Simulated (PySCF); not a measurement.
## Where the electron goes

Cyclo-(H2SnSe)3.
Geometry (PBE0-D3(BJ)/def2-SVP, Å), atoms numbered from 1 in this order:
```xyz
12
H6Se3Sn3 angstrom
Sn     0.420   -2.129    0.012
H     -0.787   -2.566    1.150
H      1.498   -3.409   -0.341
Se     1.830   -0.252    1.003
Sn    -0.169    1.029    1.922
H     -1.251   -0.081    2.657
H      0.423    2.194    3.026
Se    -1.359    2.211    0.011
Sn    -0.214    1.106   -1.972
H      1.464    1.408   -1.954
H     -1.026    1.792   -3.315
Se    -0.713   -1.384   -2.148
```

Level of theory: TDDFT PBE0/def2-SVPD, vertical, gas phase, core orbitals frozen in the response, def2 core potentials past Kr (PySCF). Spin–orbit coupling is left out.

Frontier orbitals with the atoms that hold most of them (Löwdin shares over 4%, at most four atoms; ? is withheld):

| orbital | ε (eV) | atoms |
| --- | --- | --- |
| LUMO+2 | -1.33 | Se8 19%, Se12 14%, Se4 12%, Sn5 11% |
| LUMO+1 | -1.51 | Se4 22%, Se12 17%, Sn1 14%, Se8 12% |
| LUMO | ? | ? |
| HOMO | -6.85 | Se8 44%, Se12 41% |
| HOMO-1 | -7.07 | ? |
| HOMO-2 | -7.16 | Se4 68%, Se8 7%, Se12 7%, Sn1 5% |
| HOMO-3 | -8.19 | Se8 32%, Se12 27%, Se4 16%, Sn9 10% |

Give the leading atoms of the HOMO-1.

Se12 (bonded to 2 Sn) 38%; Se8 (bonded to 2 Sn) 36%; Sn9 (bonded to 2 Se and 2 H) 9%; Se4 (bonded to 2 Sn) 5%. By element: selenium 78%, tin 9% or more.

Which atoms hold the LUMO, and with what shares?

Se12 (bonded to 2 Sn) 17%; Se4 (bonded to 2 Sn) 16%; Se8 (bonded to 2 Sn) 15%; Sn9 (bonded to 2 Se and 2 H) 13%. By element: selenium 49%, tin 13% or more.

What is the LUMO energy, and the HOMO–LUMO gap?

ε(LUMO) = -1.88 eV; the gap is 4.97 eV (0.1827 hartree).

The HOMO–LUMO gap is 4.97 eV. Where does the response calculation put the lowest singlet, and from which orbitals?

S1 is at 3.88 eV (f = 0.0058), 1.09 eV below the gap, made of HOMO→LUMO (95%). 

One configuration dominates each of S1, S2, S3 and S6. Which, and how do the shares of the two leading atoms of either orbital change from the occupied to the empty one?

- S1 (3.88 eV, f 0.0058), HOMO→LUMO (95%): Se8 44% → 15%, Se12 41% → 17%, Se4 at most 4% → 16%
- S2 (4.06 eV, f 0.0022), HOMO-1→LUMO (83%): Se12 38% → 17%, Se8 36% → 15%, Se4 5% → 16%
- S3 (4.18 eV, f 0.015), HOMO-2→LUMO (93%): Se4 68% → 16%, Se8 7% → 15%, Se12 7% → 17%
- S6 (4.48 eV, f 0.0028), HOMO-2→LUMO+1 (90%): Se4 68% → 22%, Se8 7% → 12%, Se12 7% → 17%

Löwdin shares depend on the basis, the more so with diffuse functions.

Time: 26 min wall (grids of density and orbitals included); peak memory 1.6 GiB. Hardware: Intel Xeon at 2.50 GHz, one thread, no GPU, shared host.

One conformer stands for the species.
